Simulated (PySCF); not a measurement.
## Bonding in `CC#CCB(N)OCC`

C6H12BNO.
Numbering: `[CH3:1][C:2]#[C:3][CH2:4][B:5]([NH2:6])[O:7][CH2:8][CH3:9]` (hydrogens: H10, H11, H12 on C1; H13, H14 on C4; H15, H16 on N6; H17, H18 on C8; H19, H20, H21 on C9)

Geometry (PBE0-D3(BJ)/def2-SVP, Å), atoms numbered from 1 in this order:
```
atom  x, y, z in Å
C1     4.3044    0.8966    0.5932
C2     3.1007    0.2076    0.1505
C3     2.1189   -0.3855   -0.2481
C4     0.9085   -1.0604   -0.6859
B5    -0.4318   -0.5420    0.0055
N6    -0.3852    0.4821    0.9637
O7    -1.5853   -1.1599   -0.4000
C8    -2.8503   -0.7914    0.0845
C9    -3.4084    0.4203   -0.6359
H10    4.0723    1.8748    1.0439
H11    4.9925    1.0761   -0.2484
H12    4.8500    0.3060    1.3465
H13    0.7838   -0.9598   -1.7787
H14    0.9832   -2.1472   -0.5026
H15   -1.1787    0.8580    1.4615
H16    0.5094    0.8712    1.2347
H17   -2.8134   -0.6109    1.1766
H18   -3.5178   -1.6559   -0.0632
H19   -3.4510    0.2326   -1.7191
H20   -2.7776    1.3074   -0.4720
H21   -4.4261    0.6506   -0.2848
```

Bond orders from the PBE0/pcSseg-1 density (PySCF). One conformer (not necessarily the lowest) at the PBE0-D3(BJ)/def2-SVP geometry, without solvent, vibrations or thermal averaging.

Q: How far do the computed orders between heavy atoms stray from the drawn ones?

A: The largest departure is 0.399, at C2–C3 (drawn triple, 2.601). Drawn single, order above 1.12: C1–C2 (1.236), C3–C4 (1.178), B5–N6 (1.284) and B5–O7 (1.140). Drawn double or triple, more than 0.30 short of the drawn order: C2–C3 (2.601).

Q: Give the Mayer order of every bond, beside its length.

A: 
```csv
bond,drawn as,length (Å),Mayer order
C1–C2,single,1.456,1.236
C2–C3,triple,1.214,2.601
C3–C4,single,1.453,1.178
C4–B5,single,1.595,0.884
B5–N6,single,1.403,1.284
B5–O7,single,1.370,1.140
O7–C8,single,1.404,0.891
C8–C9,single,1.516,1.059
C1–H10,single,1.102,0.927
C1–H11,single,1.102,0.931
C1–H12,single,1.102,0.930
C4–H13,single,1.104,0.909
C4–H14,single,1.105,0.908
N6–H15,single,1.009,0.935
N6–H16,single,1.013,0.928
C8–H17,single,1.108,0.949
C8–H18,single,1.102,0.958
C9–H19,single,1.100,0.961
C9–H20,single,1.101,0.962
C9–H21,single,1.101,0.960
```

By pair of heavy elements: C–C: lowest C8–C9 (1.059, 1.516 Å), highest C2–C3 (2.601, 1.214 Å).

Q: Sum the orders of all bonds at each heavy atom with more than one neighbour and set the sums beside the valence in the SMILES.

A: C1 4.024 (drawn 4), C2 3.837 (drawn 4), C3 3.779 (drawn 4), C4 3.879 (drawn 4), B5 3.308 (drawn 3), N6 3.147 (drawn 3), O7 2.031 (drawn 2), C8 3.857 (drawn 4), C9 3.942 (drawn 4). Orders between atoms that aren't bonded are not in these sums.

The Mayer order sums products of elements of PS (density times overlap matrix) between the two atoms' basis functions, so it depends on the basis set.

The run behind these numbers computed NMR shieldings as well. The run took 71 s of wall time on one thread, Arm Neoverse N1 (aarch64) (shared host), and the process peaked at 0.97 GiB of memory.
